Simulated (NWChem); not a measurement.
System: C4H8O2; SMILES C1COCOC1

Here is an NWChem input.

```
start job
memory heap 200 mb stack 900 mb global 1100 mb
geometry units angstroms
  C     -1.394133    -0.238962     0.000000
  C     -0.617154     0.191293     1.236058
  O      0.714378    -0.260737     1.159768
  C      1.338515     0.184122     0.000000
  O      0.714378    -0.260737    -1.159768
  C     -0.617154     0.191293    -1.236058
  H     -1.493570    -1.336297     0.000000
  H     -2.406275     0.196654     0.000000
  H     -1.047919    -0.224278     2.158548
  H     -0.634864     1.299024     1.326106
  H      1.375367     1.300281     0.000000
  H      2.360160    -0.219488     0.000000
  H     -1.047919    -0.224278    -2.158548
  H     -0.634864     1.299024    -1.326106
end
basis spherical
  * library def2-svp
end
dft
  xc slater vwn_5
  iterations 150
end
driver
  maxiter 120
end
task dft optimize
task dft freq
```

The level has its own optimisation; frequencies are unscaled. Brackets give each atom's bonded neighbours.

Give the results of this calculation. (LDA (Slater exchange, VWN5)/def2-SVP.) Quantities: r C–C (Å); r C–H [C(CCHH)–H(C)] (Å); r C–O [C(CHHO)–O(CC)] (Å); r C–O [C(HHOO)–O(CC)] (Å); highest harmonic frequency (cm⁻¹); lowest (cm⁻¹); zero-point energy (kcal/mol); dipole (D).


```json
{
  "r C–C (Å)": "1.514",
  "r C–H [C(CCHH)–H(C)] (Å)": "1.112",
  "r C–O [C(CHHO)–O(CC)] (Å)": "1.402",
  "r C–O [C(HHOO)–O(CC)] (Å)": "1.385",
  "highest harmonic frequency (cm⁻¹)": "3046",
  "lowest (cm⁻¹)": "273",
  "zero-point energy (kcal/mol)": "74.5",
  "dipole (D)": "1.78"
}
```
